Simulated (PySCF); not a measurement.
Molecule: cyclohexanol, C$_{6}$H$_{12}$O.

Bonds (- single, = double, # triple, : aromatic): O1-C2, C2-C3, C3-C4, C4-C5, C5-C6, C6-C7, C7-C2. O1 carries H8; C2 carries H9; C3 carries H10, H11; C4 carries H12, H13; C5 carries H14, H15; C6 carries H16, H17; C7 carries H18, H19. H10, H13, H15, H17, H18 are cis to O1 on the ring; H11, H12, H14, H16, H19 are trans to O1 on the ring.

Frames of a GFN2-xTB Langevin trajectory at 200 K; GIAO PBE0/pcSseg-1 shieldings in PySCF 2.14, gas phase, non-relativistic; equivalent atoms averaged within each frame.

Referencing at the same level of theory: 17O (σ = 336.08 ppm) vs H2O; TMS for 13C (σ = 186.93 ppm), 1H (σ = 31.72 ppm). The references are static minima.

**Question.** How do the shifts (ppm) fluctuate along the trajectory?

**Answer.** 
```
         time (fs)     O1    C2  C3/C7    C5  C4/C6    H9   H14  H11/H19  H12/H16  H13/H17
optimised geometry   77.9  75.1   41.9  29.9   29.4  3.36  1.65     2.19     1.27     1.82
               250   77.1  75.7   44.6  31.7   30.3  3.72  2.98     2.63     2.04     1.93
               425   84.4  76.1   43.6  30.1   31.1  3.62  1.65     2.37     1.06     2.31
               625   57.5  74.5   45.9  28.3   28.4  3.65  1.76     2.80     0.88     1.77
               800  109.2  76.4   40.9  31.6   31.2  3.11  1.36     2.72     1.26     2.16
              1000   84.9  72.7   36.7  30.8   28.6  4.20  2.19     2.01     1.77     1.94
    mean of frames   82.6  75.1   42.3  30.5   29.9  3.66  1.99     2.50     1.40     2.02
standard deviation   18.5   1.5    3.7   1.4    1.4  0.39  0.63     0.32     0.49     0.21
```

5 frames give an uncertainty of the mean of about the standard deviation over 2.2 at best, since frames this close in time may not be independent; classical motion lacks zero-point vibration, and the reference would need the same averaging.
